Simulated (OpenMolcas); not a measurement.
# Rh7+: the spin-orbit constant, worked from levels

```
Program             : OpenMolcas
Basis               : ANO-RCC-VTZP [7s6p4d2f1g]
Scalar Hamiltonian  : DKH2, point nucleus
Active space        : 2 electrons in 10 orbitals (4d 5d)
State averaging     : 2S+1 = 3 even, 10 roots; 2S+1 = 1 even, 15 roots
Spin-orbit coupling : RASSI with atomic mean-field integrals over the reference wave functions, term energies averaged over their components
```

Methods: CASSCF; SS-CASPT2, IPEA 0.25 Eh, imaginary shift 0.1 Eh (closed shells correlated: 4s 4p).

**The spin-orbit constant.** For the Hund term ³F of d2, E(J) = (A/2) J(J+1) + constant and ζ = 2S·A = 2A. From J = 2 to J = 4 the energy changes by 7 A.

```tsv
Source	E(4) - E(2)	A	ζ
CASSCF	7213.0	1030.4	2061
SS-CASPT2	7276.4	1039.5	2079
```

All in cm-1. Both methods take the spin-orbit matrix elements from the reference wave functions, so the second can move ζ only through the term energies and any multistate remixing. Second-order mixing with other terms is absorbed into this ζ.

CASPT2 breaks the degeneracy within a term, and the mean is taken; among the terms shown or strongly mixed into the levels shown the widest spread is 730 cm-1 (4d² ³F, SS-CASPT2). Active for correlation alone: 5d; no level in the range computed is led by a configuration that fills it, so any true level of that kind is missing. Without dynamic correlation excited terms often stand tens of per cent too high (terms of higher spin than the ground term too low), and those without a measured partner can miss by more than the paired ones (holds for CASSCF). Only configurations of the active space appear.
